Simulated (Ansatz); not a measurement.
The first iterations of a band of GeH4O3 + H2S (11 atoms, charge 0, multiplicity 1).

All numbers below come from RKS PBE-D4/def2-SVP in Ansatz 0.2.0.

```json
{
 "movable images": "1",
 "climbing image": "yes",
 "spring": "5.0 eV/Å²",
 "optimiser": "quadratic models (default)",
 "start path": "through a guess of the saddle point",
 "force threshold": "0.05 eV/Å",
 "iteration limit": "60",
 "end points": "relaxed"
}
```

Initial state:

```xyz
11
Properties=species:S:1:pos:R:3
Ge -0.169 -0.132 0.074
O -0.309 -0.290 1.862
H -1.112 0.161 2.186
O 1.591 -0.212 -0.259
H 1.789 -1.041 -0.737
H -0.832 1.117 -0.528
O -0.923 -1.580 -0.670
H -0.906 -2.319 -0.032
S 1.711 2.516 1.633
H 2.308 1.614 0.801
H 1.190 1.490 2.366
```

Final state:

```xyz
11
Properties=species:S:1:pos:R:3
Ge 0.158 0.493 -0.426
O 0.022 -0.889 2.353
H 0.000 0.059 2.605
O 1.713 -0.304 0.107
H 1.958 -1.029 -0.500
H 0.150 0.776 -1.946
O -1.221 -0.559 -0.064
H -1.062 -0.841 0.883
S 0.206 2.304 0.910
H 1.568 2.239 0.961
H 0.847 -0.925 1.812
```

| iteration | highest image above the first end (eV) | largest band force component (eV/Å) |
| --- | --- | --- |
| 1 | 2.402 | 4.977 |
| 2 | 2.009 | 4.198 |
| 3 | 1.906 | 2.845 |
| 4 | 1.463 | 3.875 |
| 5 | 1.179 | 1.623 |
| 6 | 0.674 | 1.518 |
| 7 | 0.297 | 0.766 |
| 8 | 0.086 | 0.690 |
| 9 | 0.000 | 0.647 |
| 10 | 0.000 | 0.473 |

Problem. Does the band converge within its limit, and where does its top end?

Solution. The run converged. It ended after 32 iterations with the highest image 0.616 eV above the first end. Another band between the same ends (5 images) ends at a top of the same energy, where a vibrational analysis finds 1 clearly imaginary mode. So few images can step over the top or miss a turn of the path. The orbitals stay closed-shell, which can raise the energy where a bond breaks towards radicals; this wasn't checked here.

Time of the run: 36 s on 4 threads of Arm Neoverse V2, on a shared host, peak memory 0.18 GiB.
